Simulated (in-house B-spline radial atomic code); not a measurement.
Values are calculated unless marked as measured or tabulated.
## Making a Troullier-Martins p channel for As, r_c = 2.48 bohr

As, [Ar] 3d10 4s2 4p3, non-relativistic LDA (VWN5), spherical and spin-unpolarised, from a B-spline radial code for spherical atoms (atomic units). The all-electron 4p level is ε = -0.197497 hartree, its outermost node lies just inside 0.79 bohr and its outer maximum at 1.97 bohr.

Inside r_c the pseudo-orbital is u(r) = r^2 exp(p(r)), with p = c0 + c2 r² + c4 r⁴ + … + c12 r¹². The seven coefficients follow from p and its first four derivatives at r_c, from zero curvature of the screened potential at the origin, c4 = −c2²/(2l + 5), and from the norm inside r_c. At r_c the all-electron orbital has P = 0.6210627, P' = -0.1611247, the screened potential V = -0.4990749, V' = 0.4598745, V'' = -0.612908, and the norm inside is Q = 0.5466825.

Q: What are p, p' and p'' at r_c?

A: p = ln(P/r_c^2) = ln(0.6210627/6.1504) = -2.29284. p' = P'/P − 2/r_c = -0.25943 − 0.80645 = -1.06589. The radial equation gives p'' = 2(V − ε) − 2(2) p'/r_c − p'² = -0.60316 − (-1.71917) − 1.13611 = -0.02010. Differentiating, p''' = 2V' + 2(2)p'/r_c² − 2(2)p''/r_c − 2p'p'' = 0.21611, and p'''' = 2V'' − 4(2)p'/r_c³ + 4(2)p''/r_c² − 2(2)p'''/r_c − 2p''² − 2p'p''' = -0.58159.

For a trial c2 the five matching conditions are linear in c0, c6, c8, c10 and c12, and c2 is varied until the norm inside r_c equals Q. The root nearest zero gives:

```tsv
n	c_n
0	-0.874015
2	-0.1863864
4	-0.004962842
6	-0.00686163
8	0.002110633
10	-0.0002226745
12	8.335765e-06
```

Q: Check c4 and p(r_c), and find the screened pseudopotential at the origin.

A: −c2²/7 = -0.00496284, as listed. The terms c_n r_c^n are -0.87401, -1.14635, -0.18773, -1.59638, 3.02013, -1.95969, 0.45120, which sum to -2.29284. Inverting the radial equation, V_l(r) = ε + 2 p'/r + (p'' + p'²)/2, so V_l(0) = ε + (2l + 3) c2 = -0.197497 + 5 × (-0.186386) = -1.1294 hartree, finite where the all-electron potential diverges.

Orbitals and screened potentials:

| r (bohr) | P | u | V all-electron | V pseudo |
| --- | --- | --- | --- | --- |
| 0.248 | -0.06469 | 0.02537 | -61.27 | -1.13 |
| 0.62 | -0.1866 | 0.1491 | -10.85 | -1.15 |
| 0.992 | 0.238 | 0.3386 | -3.891 | -1.216 |
| 1.364 | 0.5292 | 0.527 | -1.919 | -1.255 |
| 1.736 | 0.651 | 0.6437 | -1.122 | -1.105 |
| 2.108 | 0.6645 | 0.664 | -0.7234 | -0.7638 |
| 2.48 | 0.6211 | 0.6211 | -0.4991 | -0.4991 |

Logarithmic derivatives P'/P at R = 2.78 bohr, for energies E around ε:

```json
{"E − ε (hartree)": "-0.5", "all-electron": "0.763169", "pseudo": "0.760369"}
{"E − ε (hartree)": "-0.25", "all-electron": "0.359031", "pseudo": "0.357419"}
{"E − ε (hartree)": "-0.1", "all-electron": "-0.0018712", "pseudo": "-0.00235416"}
{"E − ε (hartree)": "0", "all-electron": "-0.344934", "pseudo": "-0.344936"}
{"E − ε (hartree)": "0.1", "all-electron": "-0.850854", "pseudo": "-0.852318"}
{"E − ε (hartree)": "0.25", "all-electron": "-2.44989", "pseudo": "-2.48334"}
{"E − ε (hartree)": "0.5", "all-electron": "13.9062", "pseudo": "11.8048"}
```

Q: With P(R) = 0.5667683 and a norm of 0.6528814 inside R, what slope in energy does norm conservation fix?

A: d(P'/P)/dE = −2 × (norm inside R)/P(R)² = -4.0649 per hartree·bohr at E = ε, for both atoms, since orbital and norm agree at R. Differences over ±0.1 hartree give -4.2449 (all-electron) and -4.2498 (pseudo), which also hold third-order terms. Half a hartree below ε the two curves differ by -0.0028.
